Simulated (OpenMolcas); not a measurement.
# Cu³⁺: effect of the active space

| Quantity | Value |
| --- | --- |
| Program | OpenMolcas |
| Method | CASSCF |
| Basis | ANO-RCC-VQZP |
| Scalar Hamiltonian | DKH2, point nucleus |
| Spin-orbit coupling | RASSI with atomic mean-field integrals over the reference wave functions, term energies averaged over their components |

A. 8 electrons in 5 orbitals (3d); 2S+1 = 3 even, 10 roots; 2S+1 = 1 even, 15 roots; cost about 7 core-seconds
B. 8 electrons in 10 orbitals (3d 4d); 2S+1 = 3 even, 10 roots; 2S+1 = 1 even, 15 roots; cost roughly 90 core-seconds

Energies in cm⁻¹ above 3d⁸ ³F₄, the measured ground level; measured values from Sugar and Musgrove, J. Phys. Chem. Ref. Data 19, 527 (1990).

| Level | A | B | Measured |
| --- | --- | --- | --- |
| 3d⁸ ³F₄ | 0.0 | 0.0 | 0.0 |
| 3d⁸ ³F₃ | 1837 | 1830 | 1861 |
| 3d⁸ ³F₂ | 3078 | 3060 | 3078 |
| 3d⁸ ¹D₂ | 19595 | 19261 | 16248 |
| 3d⁸ ³P₂ | 23773 | 23009 | 19697 |
| 3d⁸ ³P₁ | 24220 | 23375 | 20097 |
| 3d⁸ ³P₀ | 24571 | 23721 | 20423 |
| 3d⁸ ¹G₄ | 30380 | 29681 | 26913 |
| 3d⁸ ¹S₀ | 72987 | 70639 | 61456 |

Deviations, from unrounded energies. A percentage is the sum of absolute deviations over the sum of measured energies, with the sign that they share, or ± where signs differ.

```csv
Against measurement,Levels,A,B
mean absolute deviation (cm-1),8,3800,3100
fine structure of the ground term (%),2,±0.5,-1.0
other terms of the ground configuration (%),6,+18.6,+15.1
```

B lies closest to measurement on these levels. The largest miss of B in the table is 3d⁸ ¹S₀, by +9200 cm-1. The ranking rests on the paired levels alone, and a cruder setting can come out closer through cancelling errors.

Between A and B the level of the table that moves most is 3d⁸ ¹S₀, by 2300 cm-1 (lowest in B, highest in A).

Without dynamic correlation excited terms often stand tens of per cent too high (terms of higher spin than the ground term too low), and those without a measured partner can miss by more than the paired ones. Active for correlation alone: 4d; no level in the range computed is led by a configuration that fills it, so any true level of that kind is missing (holds for B). Measured partners are found by configuration, term and J. A level has none where our copy of the source lacks it or the pairing is in doubt (some pairs that miss far off the trend of their configuration count as doubtful), and it then counts in no deviation. Only configurations of the active space appear.
